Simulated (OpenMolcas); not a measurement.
**Ta4+ in Cs2GeF6: curves along the breathing mode**

Ta4+ with its 6 nearest fluoride ions, on the Ge site of Cs2GeF6 (a = 9.021 Å, distance in the model lattice 1.804 Å). The rest of the host is ab initio model potentials to 7.6 Å and point charges beyond; the distance is set by hand and nothing relaxes. Ligand basis ANO-RCC-VDZP.

| Property | Result |
| --- | --- |
| Program | OpenMolcas |
| Method | CASSCF |
| Basis | ANO-RCC-VDZP [7s6p4d2f1g] |
| Scalar Hamiltonian | DKH2, point nucleus |
| Active space | 1 electron in 5 orbitals (5d) |
| State averaging | 2S+1 = 2 even, 5 roots |
| Spin-orbit coupling | state interaction with AMFI integrals over the reference wave functions |

Spin-free energies (labels of O, the rotations of Oh) in cm-1 above the lowest fitted minimum, as all ligands move together:

```json
{"R (Å)": "1.798", "2T2": "27980", "2E": "84740"}
{"R (Å)": "1.84", "2T2": "14930", "2E": "67290"}
{"R (Å)": "1.883", "2T2": "6280", "2E": "54280"}
{"R (Å)": "1.925", "2T2": "1600", "2E": "45630"}
{"R (Å)": "1.967", "2T2": "10", "2E": "40380"}
{"R (Å)": "2.01", "2T2": "1000", "2E": "37980"}
{"R (Å)": "2.052", "2T2": "4070", "2E": "38040"}
```

Cubic fits give the following; the wavenumber is harmonic, with the mass of all moving ligands, small differences in it between states hang on the degree of the fit, a number in brackets counts states of one label, and the table is a selection of at most 14 states with clean curves.

```json
{"State": "2T2", "R0 (Å)": "1.970", "Breathing mode (cm-1)": "649", "Minimum (cm-1)": "0"}
{"State": "2E", "R0 (Å)": "2.030", "Breathing mode (cm-1)": "583", "Minimum (cm-1)": "37770"}
```

The minimum of 2E is shifted by +0.0603 Å against 2T2 (from the unrounded fits). With M = 114.0 u for the moving shell, the Huang-Rhys factor in this mode is S = M ω ΔR² / 2ħ = 0.01483 × 114.0 × 649 × 0.0603² = 3.99. Only the first shell moves, against a rigid host.

An orbital triplet at a regular site is open to Jahn-Teller coupling, which can distort the site and quench the lowest spin-orbit gaps and is left out. With metal d orbitals alone the field can be off either way by tens of per cent. Ligand-to-metal charge-transfer states are missing. The least metal-like active orbital is 67 % on the metal (Löwdin) and no ligand orbital is active, so the numbers are rough (holds for R = 1.798). The least metal-like active orbital is 70 % on the metal (Löwdin) and no ligand orbital is active, so the numbers are rough (holds for R = 1.84). The least metal-like active orbital is 73 % on the metal (Löwdin) and no ligand orbital is active, so the numbers are rough (holds for R = 1.883). The least metal-like active orbital is 74 % on the metal (Löwdin) and no ligand orbital is active, so the numbers are rough (holds for R = 1.925). The least metal-like active orbital is 75 % on the metal (Löwdin) and no ligand orbital is active, so the numbers are rough (holds for R = 1.967). The least metal-like active orbital is 76 % on the metal (Löwdin) and no ligand orbital is active, so the numbers are rough (holds for R = 2.01). The least metal-like active orbital is 77 % on the metal (Löwdin) and no ligand orbital is active, so the numbers are rough (holds for R = 2.052). No measured value stands beside these numbers.
